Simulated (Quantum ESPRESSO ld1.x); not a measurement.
The numbers below are computed, except where a source is named.
Mean orbital radii <r> (bohr) of the palladium ion Pd2+, [Kr] 4d8, at several levels of relativity; Dirac values are averaged over j with weights 2j + 1. Spin-unpolarised spherical Kohn-Sham, revPBE, point nucleus, ld1.x of Quantum ESPRESSO 7.5. A level marked "c x" has the speed of light scaled by that factor and shares open shells by 2j + 1; other Dirac levels either fill j = l - 1/2 first or share by 2j + 1.

\begin{tabular}{lrrrrr}
shell & non-rel. & Dirac, 2j+1 shares & Dirac, c x 1.5 & Dirac, c x 2 & change of magnitude, last against first (%) \\ \hline
1s & 0.03310 & 0.03185 & 0.03255 & 0.03280 & -0.93 \\
2s & 0.1438 & 0.1380 & 0.1412 & 0.1424 & -1.00 \\
2p & 0.1229 & 0.1204 & 0.1218 & 0.1223 & -0.50 \\
3s & 0.3917 & 0.3790 & 0.3861 & 0.3886 & -0.80 \\
3p & 0.3841 & 0.3783 & 0.3816 & 0.3827 & -0.37 \\
3d & 0.3573 & 0.3576 & 0.3574 & 0.3573 & +0.02 \\
4s & 0.9722 & 0.9428 & 0.9593 & 0.9650 & -0.74 \\
4p & 1.046 & 1.033 & 1.040 & 1.043 & -0.30 \\
4d & 1.360 & 1.372 & 1.365 & 1.363 & +0.22 \\
5s (empty) & 2.701 & 2.614 & 2.663 & 2.680 & -0.78 \\
5p (empty) & 3.218 & 3.179 & 3.201 & 3.209 & -0.29 \\
\end{tabular}
